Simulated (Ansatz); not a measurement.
# A rate constant, worked out

An elementary step of GeH$_{4}$, closed shell (GeH₂ + H₂ → GeH₂ + H₂; Ge–H, H–H broken or loosened, Ge–H, H–H formed or tightened). The start structure is the complex of the reactants, bound by 0.26 eV, and the electronic barrier above it is 0.513 eV by CCSD(T) at an estimated basis limit (MP2 extrapolated from triple and quadruple zeta, plus CCSD(T) − MP2 in triple zeta). Computed with Ansatz 0.2.0 (basis: def2-TZVPP and def2-QZVPP); correlated methods freeze the cores. Filled d shells of the heavier atoms are correlated. The def2 sets are not built for correlating such inner shells, so the correlated values are less sure here. Extrapolation: Hartree–Fock as exp(−7.88 √X), correlation as X^−2.97. Harmonic wavenumbers at PBE0-D4/def2-TZVP (Ansatz 0.2.0), in cm⁻¹:

Start: 373, 576, 658, 714, 924, 1133, 1944, 1956, 3705.

Saddle: 1351i, 779, 957, 976, 1179, 1707, 1834, 1911, 1955.

(1) Work out the transition-state-theory rate constant at 400 K from these numbers alone (harmonic vibrations; rotation, path degeneracy and anharmonicity left out), and the Wigner tunnelling factor. Use 1 cm⁻¹ = 1.2398 × 10⁻⁴ eV and k_B = 8.617 × 10⁻⁵ eV/K.

The T1 diagnostic stays at or below 0.014.

Results:

(1) Zero-point energies, half the sums: start 11983/2 cm⁻¹ = 0.7429 eV; saddle, real modes only, 11298/2 cm⁻¹ = 0.7004 eV.
Barrier with zero-point energy: 0.513 + 0.7004 − 0.7429 = 0.4705 eV.
k_BT = 0.03447 eV, so the barrier is 13.65 k_BT.
Vibrational partition functions from the zero-point level, ln q = −Σ ln(1 − exp(−hν/k_BT)): start 0.672, saddle 0.145.
k = (k_BT/h) exp(ln q‡ − ln q) exp(−E0/k_BT), with log₁₀(k_BT/h in s⁻¹) = 12.92: log₁₀ k = 12.92 + (-0.527 − 13.65)/2.3026 = 6.76, so k ≈ 6 × 10^(6) s⁻¹.
Wigner factor: 1 + (hν‡/k_BT)²/24 = 1 + (4.86)²/24 = 1.98, too large for this simple formula to be trusted. A change of 1 kcal/mol (0.043 eV) in the barrier would change k by a factor of 3.5 at this temperature.

For scale, one of the runs: CCSD(T)/def2-TZVPP, 104 basis functions (an equivalent command: `ansatz run in.yaml --threads 2`). Hardware: 2 CPU threads, shared host. Wall time about 2.3 s.
